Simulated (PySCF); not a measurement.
## Fractional electron number in Ni⁺ (nickel, charge +1)

The 3d beta orbital of [Ar] 3d9 is emptied in steps (occupation f), with all orbitals relaxed, ending at [Ar] 3d8. Computed with PySCF 2.14 in aug-cc-pVTZ, with the non-relativistic Hamiltonian (point nucleus). The exact energy is a straight line in f; departures are measured from the line between the end points of the same method.

| f | BLYP (eV) |
| --- | --- |
| 1 | 0.000 |
| 0.75 | -1.313 |
| 0.5 | -1.783 |
| 0.25 | -1.358 |
| 0 | 0.000 |

```tsv
method	E(f=0) − E(f=1) (eV)	−ε at f=1 (eV)	−ε at f=0.5 (eV)
BLYP	19.071	12.221	18.951
```

Orbital energy along the path (eV):

```json
{"f": "1", "BLYP": "-12.221"}
{"f": "0.75", "BLYP": "-15.469"}
{"f": "0.5", "BLYP": "-18.951"}
{"f": "0.25", "BLYP": "-22.611"}
{"f": "0", "BLYP": "-26.422"}
```

Reference removal energy between the ground levels: 18.169 eV (measured; NIST Atomic Spectra Database, ionization energies). The calculation has no spin-orbit coupling. The determinant left behind need not be the lowest term of the ion.
